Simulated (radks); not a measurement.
Task: The mean radii <r> (bohr) of the occupied orbitals of an atom or ion are listed with their occupations. Method: scalar-relativistic Kohn-Sham, r2SCAN, spin-polarised, spherical densities, finite nucleus; meta-GGA in the generalised Kohn-Sham scheme; Fermi nuclear charge, rms radius of each element as measured or else 0.836 A^(1/3) + 0.57 fm; computed with a radial shooting solver on a logarithmic mesh with Libxc functionals.

| orbital | occ. | <r> |
|---|---|---|
| 1s up | 1 | 0.06087 |
| 1s down | 1 | 0.06082 |
| 2s up | 1 | 0.2721 |
| 2s down | 1 | 0.2726 |
| 2p up | 3 | 0.2390 |
| 2p down | 2 | 0.2398 |
| 3s up | 1 | 0.7075 |
| 3s down | 1 | 0.7135 |
| 3p up | 1 | 0.7016 |
| 4s up | 1 | 1.407 |

Name the element and its charge. Open shells, if any, are filled with parallel spins first.

Result: Z = 25, manganese, charge +12: Mn12+ in [He] 2s2 2p5 3s2 3p1 4s1. The 1s radius gives Z: for a bare nucleus <r> = (2 gamma + 1)/(2Z) with gamma = sqrt(1 - (Z/c)^2), 0.05933 bohr for Z = 25, and screening makes it slightly larger (0.06087 here). The occupations add up to 13, and the charge is Z minus that.
